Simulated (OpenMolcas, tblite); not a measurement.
## CH6FNSn (SMILES [CH3][SnH]([NH2])[F]): methods side by side

CH6FNSn has 10 atoms, charge 0, and is taken as a singlet. As SMILES, `[CH3][SnH]([NH2])[F]`. The shape is that of a PBE0-D4/def2-TZVP optimisation. This is one conformer, not always the lowest.

Each level gives the vertical ionisation energy (to the doublet cation) (eV). The values are calculated.

```csv
level,kind,program,value (eV),CPU time (all runs)
GFN2-xTB,semi-empirical,tblite,14.18,under 2 s
HF/def2-SVP (core potential),Hartree–Fock,OpenMolcas,8.34,34 s
SVWN5/def2-SVP (core potential),LDA,OpenMolcas,9.51,1.9 min
PBE/def2-SVP (core potential),GGA,OpenMolcas,9.28,2.7 min
M06-L/def2-SVP (core potential),meta-GGA,OpenMolcas,9.39,2.8 min
B3LYP/def2-SVP (core potential),global hybrid,OpenMolcas,9.51,2.3 min
PBE0/def2-SVP (core potential),global hybrid,OpenMolcas,9.50,2.3 min
```

Spin-orbit coupling, which can split open shells on such heavy atoms by tenths of an eV, is left out. The values span 8.34 to 14.18 eV. The xTB values lack the empirical shift that such differences need. Times are those of the runs behind each value, whatever else they computed, on shared processors of several kinds: orders of magnitude only.
